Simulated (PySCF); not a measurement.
**2-chloroaniline (SMILES C1(Cl)=CC=CC=C1N)**

Geometry:
| atom | x (Å) | y (Å) | z (Å) |
| --- | --- | --- | --- |
| N1 | 2.312 | -0.194 | 0.046 |
| C2 | 0.951 | -0.033 | 0.066 |
| C3 | 0.072 | -1.126 | -0.034 |
| C4 | -1.305 | -0.956 | 0.034 |
| C5 | -1.859 | 0.312 | 0.204 |
| C6 | -1.011 | 1.413 | 0.301 |
| C7 | 0.366 | 1.239 | 0.232 |
| Cl8 | 1.415 | 2.627 | 0.339 |
| H9 | 2.670 | -1.043 | -0.369 |
| H10 | 2.861 | 0.638 | -0.123 |
| H11 | 0.495 | -2.126 | -0.161 |
| H12 | -1.955 | -1.831 | -0.047 |
| H13 | -2.941 | 0.448 | 0.258 |
| H14 | -1.408 | 2.422 | 0.429 |

Computed, not measured: quadratic response CAM-B3LYP/aug-cc-pVDZ first hyperpolarisability, Taylor convention, gas phase (PySCF). Geometry: PBE0-D3(BJ)/def2-SVP.

(1) Give the tensor of the static β(0;0,0) in the axes of these coordinates.

Results:

(1) In au, Taylor convention; rows are the first index (the induced dipole):
```
       xx     yy     zz     xy     xz     yz
x  +288.6  +26.6  +20.3  +11.2   -5.7   +1.3
y   +11.2  +53.0  +16.8  +26.6   +1.3   +5.1
z    -5.7   +5.1   +6.7   +1.3  +20.3  +16.8
```
Norm of βᵢ = ⅓ Σⱼ (βᵢⱼⱼ + βⱼᵢⱼ + βⱼⱼᵢ): 345.3 au, hyper-Rayleigh value 133.2 au.
